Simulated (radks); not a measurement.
F+, 8 electrons, occupied as [He] 2s2 2p4. Method: non-relativistic Kohn-Sham, TPSS, spin-polarised, spherical densities, point nucleus; open shells are filled with parallel spins first; meta-GGA in the generalised Kohn-Sham scheme; computed with a radial shooting solver on a logarithmic mesh with Libxc functionals.

Normalised radial functions P(r) = r R(r), r in bohr:

```
   r/bohr * 1s up, o 2s down (the largest magnitude, 2.14, reaches the edge; | marks zero, & curves that meet)
  0.01747                             | o       *
  0.02387                             |  o         *
  0.03235                             |   o           *
   0.0442                             |    o             *
  0.06038                             |    o                 *
  0.08249                             |     o                   *
   0.1127                             |     o                    *
    0.154                             |   o                     *
   0.2103                             | o                   *
   0.2873                           o |              *
   0.3925                      o      |        *
   0.5363                  o          |   *
   0.7326                o            |*
   0.9929                 o           *
    1.356                     o       *
    1.853                         o   *
    2.532                           o *
    3.459                             &
```

1s up: eigenvalue -688.00 eV, 0 radial nodes, <r> = 0.176 bohr, 90 % of the charge inside 0.316 bohr. 2s down: eigenvalue -45.458 eV, 1 radial node at r = 0.243 bohr, <r> = 0.973 bohr, 90 % of the charge inside 1.55 bohr.
